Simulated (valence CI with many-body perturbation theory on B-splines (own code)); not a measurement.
Co XV: key properties

Computed by relativistic CI+MBPT: three valence electrons over a frozen Dirac-Fock core [Ne], a basis of 9 s, 9 p, 8 d, 6 f, 3 g, 1 h functions for each j, with the one-electron correlation potential Σ1 (screened to all orders), the two-electron term Σ2, the three-electron term Σ3, Breit, model QED; selected single and double excitations, second order for the rest, scaled by the run's own slope (own B-spline code, finite nucleus).

No measured levels were compared; by estimate levels of excited configurations hold to 0.05 to 0.15 % of their energy, terms of the ground configuration to about 0.5 %.

Rates and lifetimes use the calculated energies. Strong lines usually hold to 10 to 20 %, long lifetimes can be off by a factor of two.

Q: What is the ground level?

A: 3s2 3p 2P°_1/2, composition 97 % 3s2 3p 2P°, g = 0.664.

Q: Among levels below 829050 cm⁻¹, which E1 lines absorb most strongly from the ground level?

A: to 3s2 3d 2D_3/2 at 19.75 nm, f = 0.447; to 3s 3p2 2S_1/2 at 25.56 nm, f = 0.212; to 3s 3p2 2P_3/2 at 23.42 nm, f = 0.138.

Q: What is the ionisation energy?

A: 443.82 eV; NIST lists 441.1 ± 1.4 eV (semi-empirical).

Q: What are the static dipole polarisabilities of the lowest levels?

A: 3s2 3p 2P°_1/2 0.272; 3s2 3p 2P°_3/2 0.276 (tensor 0.027) bohr³, of which the core gives 0.00468.

Q: How is the term 2P° of the ground level split?

A: J = 1/2 at 0, J = 3/2 at 22999 cm⁻¹.
